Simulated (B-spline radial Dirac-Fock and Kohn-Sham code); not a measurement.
**Relativistic shifts of the levels of Ce⁵⁴⁺**

System: Ce⁵⁴⁺, [He] 2s2.

Both columns are ΔSCF binding energies of the configuration average from a B-spline atomic structure program: non-relativistic Hartree-Fock with a point nucleus, and Dirac-Fock with a finite nucleus and the Coulomb interaction alone, averaged over the two j levels with weights 2j+1.

```csv
shell,Hartree-Fock (eV),Dirac-Fock (eV),shift (eV),shift (%)
1s,44171.2,46297.2,+2125.92,+4.81
2s,10589.5,11226.4,+636.93,+6.01
```

Relativity binds 1s, 2s more strongly, among those listed most of all 2s in relative terms.

Values without a named source are computed, but for edge energies of neutral atoms, which are taken from tables.
